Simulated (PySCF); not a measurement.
Cl₃Si, SMILES Cl[Si](Cl)Cl, multiplicity 2. Atoms are numbered in the order given.

```xyz
4

Cl     1.6705     0.9645    -0.1516
Si     0.0000     0.0000     0.5524
Cl     0.0000    -1.9290    -0.1516
Cl    -1.6705     0.9645    -0.1516
```
Charge 0, spin multiplicity 2.

The structure is a stationary point at ωB97X-D3(BJ)/def2-SVP. The isomer is the one that the SMILES or the coordinates give; other isomers of the formula were not compared.

Two levels are set side by side: PBE/pcH-1 (PySCF) and PBE0/pcH-1 (PySCF). Contact hyperfine couplings, same geometry. Differences are taken from unrounded values.

| quantity | PBE0 |
|---|---|
| A(iso) of 35Cl, atom Cl1 (MHz) | 28.1 |
| A(iso) of 29Si, atom Si2 (MHz) | -1160.0 |
| A(iso) of 35Cl, atom Cl3 (MHz) | 28.1 |
| A(iso) of 35Cl, atom Cl4 (MHz) | 28.1 |

### Question
What does PBE give, and how far is it from PBE0? (Estimate from the structure and the level; the computed values follow.)

### Answer

```tsv
quantity	PBE	PBE minus PBE0
A(iso) of 35Cl, atom Cl1 (MHz)	27.5	-0.6
A(iso) of 29Si, atom Si2 (MHz)	-1128.3	31.7
A(iso) of 35Cl, atom Cl3 (MHz)	27.5	-0.6
A(iso) of 35Cl, atom Cl4 (MHz)	27.5	-0.6
```

Rough cost on one machine, each run with all the roots and properties that it gave: PBE0 against PBE within a factor of 2.
